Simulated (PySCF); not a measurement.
# Radial density of Rh²⁴⁺ (rhodium, charge +24)

UHF, [Ar] 3d3, high-spin 4F determinant. Calculation: PySCF 2.14, in an even-tempered Gaussian basis (19 s from 2.7 bohr⁻², ratio 2.5; 12 p from 3.5 bohr⁻², ratio 2.5; 8 d from 3.5 bohr⁻², ratio 2.5; 4 f from 13 bohr⁻², ratio 2.7; 3 g from 20 bohr⁻², ratio 2.7); scalar relativity by spin-free X2C-1e.

```tsv
r (bohr)	4πr²ρ (e/bohr)	4πr²(ρα − ρβ)
0.0371	50.84	0.0187
0.0623	55.59	0.2338
0.105	69.69	1.7526
0.176	37.74	6.8197
0.297	38.28	9.8148
0.499	14.69	2.8257
0.839	0.2595	0.0518
1.41	0.0001323	0.0000
```

Densities and radii are taken from the X2C orbitals without a picture-change correction, which distorts them close to the nucleus.

Spin-orbit coupling, absent here, splits the open shell strongly.
